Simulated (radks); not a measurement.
Results of a calculation; reference values are marked as such.
Initial-state core-level shifts of the nickel ion Ni2+ when its valence configuration changes from [Ar] 3d8. Code: a radial shooting solver on a logarithmic mesh with Libxc functionals. Model: non-relativistic Kohn-Sham, PBEsol, spin-polarised, spherical densities, point nucleus; open shells are filled with parallel spins first. Shifts are changes of the shell-averaged eigenvalues in eV (positive: less bound); the change of the density at the nucleus, which sets a Mossbauer isomer shift, is in e/bohr^3, on a base of 1.492e+04.

valence,1s,2s,2p,3p,density at nucleus
3d7 4s1,-7.867,-8.781,-8.698,-7.281,+11.769
3d7 4p1,-9.234,-10.095,-10.009,-8.657,+2.010
3d6 4p2,-19.333,-21.272,-21.089,-17.723,+4.693
3d6 4s2,-17.006,-18.954,-18.787,-15.414,+25.633
3d6 4s1 4p1,-18.058,-20.030,-19.853,-16.447,+15.793
3d7.5 4p0.5,-4.505,-4.907,-4.866,-4.267,+0.920
3d6.5 4p1.5,-14.179,-15.552,-15.420,-13.146,+3.269
